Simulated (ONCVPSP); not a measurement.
Before and after: ONCV potential for Co (Z = 27)

* Element: cobalt
* Generator: ONCVPSP 4.0.1
* Type: optimised norm-conserving Vanderbilt (ONCV)
* Functional: LDA (Perdew-Zunger)
* Relativity: fully relativistic
* Frozen core: [Ne]
* Valence charge: 17
* Reference configuration: 3s2 3p6 3d7 4s2
* Partial waves: 3s+4s: rc 1.25 bohr, ncon 4, nbas 8, qcut 10.2 1/bohr, 2 projectors; 3p: rc 0.85 bohr, ncon 4, nbas 8, qcut 7.9 1/bohr, 2 projectors, debl 2.6 Ha; 3d: rc 1.70 bohr, ncon 4, nbas 9, qcut 11 1/bohr, 2 projectors, debl 2.4 Ha
* Local potential: polynomial inside 0.85 bohr (lpopt 5, dvloc0 0 Ha)
* Core correction: none

Open shells are filled in proportion to 2j + 1.

All-electron outer shells of the reference configuration (LDA (Perdew-Zunger), scalar-relativistic, ld1.x):

```json
{"shell": "2p", "level (eV)": "-769.46", "outermost node (bohr)": "–", "outermost maximum (bohr)": "0.17"}
{"shell": "3s", "level (eV)": "-101.87", "outermost node (bohr)": "0.31", "outermost maximum (bohr)": "0.67"}
{"shell": "3p", "level (eV)": "-65.51", "outermost node (bohr)": "0.28", "outermost maximum (bohr)": "0.68"}
{"shell": "3d", "level (eV)": "-8.46", "outermost node (bohr)": "–", "outermost maximum (bohr)": "0.66"}
{"shell": "4s", "level (eV)": "-5.68", "outermost node (bohr)": "0.96", "outermost maximum (bohr)": "2.29"}
```

Change: d: rc 2.34.

Cutoffs: the cutoffs (Ha) at which the residual kinetic energy of the hardest occupied pseudo-wave falls to 1 and 0.1 mHa per electron; they do not see the model core or the augmentation charge, which bear on the density cutoff. Errors are all-electron minus pseudo energies relative to the spin-unpolarised reference configuration.

Task: What does the change do?

Result: The potential gets neither clearly harder nor softer (41 Ha and 148 Ha → 42 Ha and 148 Ha); of the 4 tests that both files solve, the error grows in 2 and shrinks in 1 by more than 15 % and 0.3 meV (median size 26.2 → 230.0 meV); neither file shows a bound ghost.

| quantity | base | changed |
| --- | --- | --- |
| cutoff, loose | 41 Ha | 42 Ha |
| cutoff, tight | 148 Ha | 148 Ha |
| loose cutoff by channel | s 35 Ha, p 37 Ha, d 41 Ha | s 35 Ha, p 37 Ha, d 42 Ha |
| bound ghosts | none | none |
| GHOST(+) flags under 300 eV | none | none |
| error for 3s2 3p6 3d7 4s1, meV [ΔE 9.30 eV] | +2.2 | +0.5 |
| error for 3s2 3p6 3d7 4s0, meV [ΔE 26.38 eV] | +11 | +11 |
| error for 3s2 3p6 3d6 4s0, meV [ΔE 62.57 eV] | +41 | -449 |
| error for 3s2 3p6 3d6 4s2 4p1, meV [ΔE 9.77 eV] | +80 | -468 |
| s: phases at 1.27 bohr within 0.05 rad from the reference energy up to (Ha; the scan ends near 5) | to the end of the scan | to the end of the scan |
| p3/2: phases at 0.86 bohr within 0.05 rad from the reference energy up to (Ha; the scan ends near 5) | to the end of the scan | to the end of the scan |
| p1/2: phases at 0.86 bohr within 0.05 rad from the reference energy up to (Ha; the scan ends near 5) | to the end of the scan | to the end of the scan |
